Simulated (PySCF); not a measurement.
Species: C₄H₁₄Si₄.
SMILES with atom numbers: `[CH2:1]=[CH:2][CH2:3][Si@@H:4]1[SiH2:5][SiH2:6][Si@H:7]1[CH3:8]` (hydrogens: H9, H10 on C1; H11 on C2; H12, H13 on C3; H14 on Si4; H15, H16 on Si5; H17, H18 on Si6; H19 on Si7; H20, H21, H22 on C8)

Computed, not measured: PBE0-D3(BJ)/def2-SVP geometry optimisation, gas phase in PySCF 2.14.0.

**Question.** List the bond lengths, angles and torsions at this level.

**Answer.** 
```
                  bond  length (Å)
                 C1=C2       1.336
                 C2–C3       1.492
                C3–Si4       1.911
               Si4–Si5       2.361
               Si5–Si6       2.362
               Si6–Si7       2.367
                Si7–C8       1.891
               Si4–Si7       2.362
                 C1–H9       1.095
                C1–H10       1.093
                C2–H11       1.098
                C3–H12       1.103
                C3–H13       1.103
               Si4–H14       1.498
               Si5–H15       1.496
               Si5–H16       1.499
               Si6–H17       1.499
               Si6–H18       1.496
               Si7–H19       1.497
C8–H20, C8–H21, C8–H22       1.101
```

Bonds in one row agree within 0.01 Å and their mean is given. A selection of angles:
```
      angle  degrees
   C2–C1–H9    121.5
  C2–C1–H10    121.4
  H9–C1–H10    117.1
   C1–C2–C3    125.6
  C1–C2–H11    118.5
  C3–C2–H11    115.9
  C2–C3–Si4    110.9
  C2–C3–H12    111.5
  C2–C3–H13    111.2
 Si4–C3–H12    107.9
 Si4–C3–H13    107.7
 H12–C3–H13    107.5
 C3–Si4–Si5    109.7
 C3–Si4–Si7    109.2
 C3–Si4–H14    110.2
Si5–Si4–Si7     86.9
Si5–Si4–H14    119.2
Si7–Si4–H14    119.4
Si4–Si5–Si6     86.3
Si4–Si5–H15    120.2
Si4–Si5–H16    110.4
Si6–Si5–H15    120.0
Si6–Si5–H16    108.9
H15–Si5–H16    109.1
Si5–Si6–Si7     86.8
Si5–Si6–H17    109.5
Si5–Si6–H18    119.0
Si7–Si6–H17    111.0
Si7–Si6–H18    119.7
H17–Si6–H18    109.1
 Si6–Si7–C8    110.0
Si6–Si7–H19    117.6
 C8–Si7–H19    111.3
Si4–Si7–Si6     86.2
 Si4–Si7–C8    111.6
Si4–Si7–H19    117.9
 Si7–C8–H20    111.0
 H20–C8–H21    108.1
```

Torsions: C1–C2–C3–Si4 -103° (anticlinal); C2–C3–Si4–Si5 168° (antiperiplanar); C3–Si4–Si5–Si6 -82° (synclinal); Si4–Si5–Si6–Si7 -28° (synperiplanar); Si5–Si6–Si7–C8 -84° (synclinal); C3–Si4–Si7–Si6 82° (synclinal).

The C–Si distances run from 1.891 Å (Si7–C8, drawn single) to 1.911 Å (C3–Si4, drawn single), a spread of 0.020 Å. Si7 (SiH silicon) has angles from 86.2° to 117.9°. Si6 (SiH2 silicon) has angles from 86.8° to 119.7°. Si5 (SiH2 silicon) has angles from 86.3° to 120.2°. The 4-membered ring Si4–Si5–Si6–Si7 has internal angles of 86.2° to 86.9°; it is puckered, 0.29 Å rms from its mean plane, widest ring torsion 28°. The 2 C–C bonds span 1.336 Å (C1=C2, drawn double) to 1.492 Å (C2–C3, drawn single), a spread of 0.156 Å. Si4 (SiH silicon) has angles from 86.9° to 119.4°.

Point group: C1 (no symmetry element, even within 0.4 Å). PBE0-D3(BJ)/def2-SVP frequencies: not computed here. The numbers are those of one conformer.
